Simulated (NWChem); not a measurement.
Molecule: GeF₄; SMILES [F][Ge]([F])([F])[F]

Computed with NWChem. Pople sets run with spherical d functions. The geometry was optimised at PBE-D3(BJ)/def2-SVP. Static field.

Problem. What does the run give for PBE0/6-31G*? Quantities: isotropic polarisability (bohr³); anisotropy (bohr³).

Solution. isotropic polarisability (bohr³): 21.4
anisotropy (bohr³): 0.0
